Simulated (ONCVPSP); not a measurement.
Pt (Z = 78), ONCV: configuration errors across variants

```
Element                 : platinum (Pt)
Generator               : ONCVPSP 4.0.1
Type                    : optimised norm-conserving Vanderbilt (ONCV)
Functional              : revPBE
Relativity              : fully relativistic
Frozen core             : [Kr] 4d10 4f14
Valence charge          : 18
Reference configuration : 5s2 5p6 5d9 6s1
Partial waves           : 5s+6s: rc 1.50 bohr, ncon 4, nbas 9, qcut 6.7 1/bohr, 2 projectors; 5p: rc 1.20 bohr, ncon 4, nbas 9, qcut 7.2 1/bohr, 2 projectors, debl 1.1 Ha; 5d: rc 2.10 bohr, ncon 4, nbas 9, qcut 5.9 1/bohr, 2 projectors, debl 0.6 Ha
Local potential         : polynomial inside 0.95 bohr (lpopt 5, dvloc0 0 Ha)
Core correction         : Teter function, fcfact 2, rcfact 1.6
```

Open shells are filled in proportion to 2j + 1.

In the p channel the program set the typed energies aside and used -1.907, 0.250 Ha (j = l + 1/2; the other j can differ).

All-electron excitation energies from the reference (eV): (1) 5s2 5p6 5d9 6s0 9.089; (2) 5s2 5p6 5d8 6s0 28.985; (3) 5s2 5p6 5d7 6s0 61.117; (4) 5s2 5p5 5d9 6s1 63.066.

A true bound ghost makes a file unfit for plane-wave use even where its test errors are small: the radial tests pick states by their node count and pass the ghost by.

Errors AE − PS in meV (a dash: test not solved or not reliable):

```tsv
change	(1)	(2)	(3)	(4)	bound ghosts	GHOST(+) flags above zero
base	-1.3	-0.6	+13	-87	none	s, d5/2, p1/2
local potential polynomial inside 0.95 bohr (lpopt 5, dvloc0 -2 Ha)	-0.9	+0.3	+14	-91	s	p3/2, d5/2, p1/2, d3/2
local potential polynomial inside 0.95 bohr (lpopt 5, dvloc0 0.5 Ha)	-1.3	-0.6	+13	-88	none	s, p3/2, d5/2, p1/2
local potential polynomial inside 0.95 bohr (lpopt 5, dvloc0 2.5 Ha)	-1.3	-0.5	+13	-89	none	s, p3/2, d5/2
local potential polynomial inside 0.95 bohr (lpopt 5, dvloc0 3.5 Ha)	-1.3	-0.4	+13	-89	none	s, p3/2
local potential polynomial inside 0.95 bohr (lpopt 5, dvloc0 5 Ha)	-1.3	-0.4	+13	-89	none	s, p3/2
local potential polynomial inside 0.95 bohr (lpopt 5, dvloc0 6.5 Ha)	-1.3	-0.4	+13	-89	none	s, p3/2
local potential polynomial inside 0.95 bohr (lpopt 5, dvloc0 7.5 Ha)	-1.3	-0.4	+13	-89	none	s
local potential polynomial inside 0.95 bohr (lpopt 5, dvloc0 9.5 Ha)	-1.3	-0.4	+13	-89	none	s
```

Give the same row for: local potential polynomial inside 0.95 bohr (lpopt 5, dvloc0 -1 Ha).

-1.7, -1.4, –, -53; bound ghosts: none; GHOST(+) flags above zero: s, d5/2, p1/2.
